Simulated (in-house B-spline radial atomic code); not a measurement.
## Pm II (Pm+): [Ar] 3d10 4s1 4p6 4d10 4f5 5s2 5p6 6s2 (with a hole in an inner shell)

Level of theory: Dirac-Hartree-Fock, average of configuration, Fermi nucleus of rms radius 4.962 fm; calculated with an all-electron radial atomic-structure program (B-spline basis).

Z_r = [3n² - l(l+1)]/(2<r>); Z_e = n√(-2ε); the last column is Slater's effective charge. Values are occupation-weighted means over j. An effective charge above Z reflects the relativistic contraction of the inner shells.

```
shell  electrons   ε (eV)  <r> (bohr)    Z_r    Z_e  Slater
   1s          2   -45475     0.02317  64.73  57.81   60.70
   2s          2  -7526.8     0.09836  61.00  47.04   56.85
   2p          6  -6736.9     0.08684  57.57  44.50   56.85
   3s          2  -1706.2      0.2593  52.06  33.60   49.75
   3p          6  -1451.4      0.2573  48.58  30.99   49.75
   3d         10  -1091.8      0.2356  44.57  26.87   39.85
   4s          1  -377.73       0.594  40.41  21.08   33.60
   4p          6  -285.72      0.6246  36.82  18.33   33.60
   4d         10  -159.51      0.6836  30.72  13.70   22.85
   5s          2  -64.964       1.421  26.38  10.93   11.85
   5p          6  -40.377       1.635  22.33   8.61   11.85
   4f          5  -28.423      0.8868  20.30   5.78   14.60
   6s          2  -11.329       3.858  14.00   5.48    3.85
```

The least bound orbital is 6s1/2 at -11.33 eV, and it is also the most diffuse (<r> = 3.858 bohr). The part-filled 4s shell lies below the filled 6s shell in orbital energy.

Spin-orbit splittings of the orbital energies (j = l + 1/2 above j = l - 1/2 when positive): 2p 562.1 eV, 3p 115.6 eV, 3d 24.73 eV, 4p 25.62 eV, 4d 4.671 eV, 5p 3.893 eV, 4f 0.5277 eV.

For the 1s electron the small component carries 5.13 % of the norm, the zero-frequency Breit interaction raises the level by 128.9 eV, self-energy by 76.28 eV, and vacuum polarisation lowers it by 11.89 eV.
